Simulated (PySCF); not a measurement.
Tin: a sound run and one with changed settings

Sound run: Sn [Kr] 4d10 5s2 5p2, Sn⁺ [Kr] 4d10 5s2 5p1. Calculation: PySCF 2.14, in aug-cc-pVDZ-PP with ECP28MDF; scalar relativity through the core potential. In the sound run the correlated levels freeze 4s2 4p6 4d10 outside the core potential. The sound run starts from symmetry-adapted Hartree-Fock orbitals and uses a fine grid where one is needed.

Changed run: a valence shell is frozen. This setting is unsound on purpose.

| species | method | sound run (hartree) | changed run (hartree) | converged |
| --- | --- | --- | --- | --- |
| Sn | MP2 | -213.37076 | -213.33901 | yes |
| Sn | CCSD(T) | -213.38583 | -213.34093 | yes |

Ionisation energy of Sn:

```
 method  sound run (eV)  changed run (eV)
    UHF           6.858             6.858
    MP2           7.087             6.954
SCS-MP2           7.027             6.890
   CCSD           7.117             7.007
CCSD(T)           7.127             7.007
  CCSDT             n/a             7.007
    FCI             n/a             7.007
```

Freezing a valence shell removes pair correlation that changes on ionisation.

For comparison, NIST gives 7.344 eV between the lowest levels.
